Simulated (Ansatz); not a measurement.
`[SiH3][O][SnH2][Cl]` and `[SiH3][O][SnH3]` differ in one atom or group.

Ansatz, PBE0-D4/def2-TZVP geometries, multiplicity 1. Each molecule was computed in one conformer, which needn't be the lowest.

Elements past krypton have def2 core potentials.

```json
{"property": "LUMO energy (B3LYP/def2-TZVPP) / eV", "`[SiH3][O][SnH2][Cl]`": "-1.35"}
{"property": "HOMO–LUMO gap (PBE/def2-TZVPP) / eV", "`[SiH3][O][SnH2][Cl]`": "5.07"}
{"property": "HOMO energy (B3LYP/def2-TZVPP) / eV", "`[SiH3][O][SnH2][Cl]`": "-8.28"}
{"property": "HOMO energy (PBE0/def2-TZVPP) / eV", "`[SiH3][O][SnH2][Cl]`": "-8.49"}
{"property": "HOMO–LUMO gap (B3LYP/def2-TZVPP) / eV", "`[SiH3][O][SnH2][Cl]`": "6.93"}
{"property": "HOMO energy (PBE/def2-TZVPP) / eV", "`[SiH3][O][SnH2][Cl]`": "-7.06"}
```

**Question.** Give the same properties after the change, and the shifts. (Estimate.)

**Answer.** The calculation gave: 
```csv
property,`[SiH3][O][SnH3]`,shift
LUMO energy (B3LYP/def2-TZVPP) / eV,-1.00,0.35
HOMO–LUMO gap (PBE/def2-TZVPP) / eV,5.24,0.17
HOMO energy (B3LYP/def2-TZVPP) / eV,-8.04,0.24
HOMO energy (PBE0/def2-TZVPP) / eV,-8.25,0.24
HOMO–LUMO gap (B3LYP/def2-TZVPP) / eV,7.04,0.11
HOMO energy (PBE/def2-TZVPP) / eV,-6.82,0.24
```

B3LYP here is the variant with VWN-RPA as its local correlation; programs differ in this.
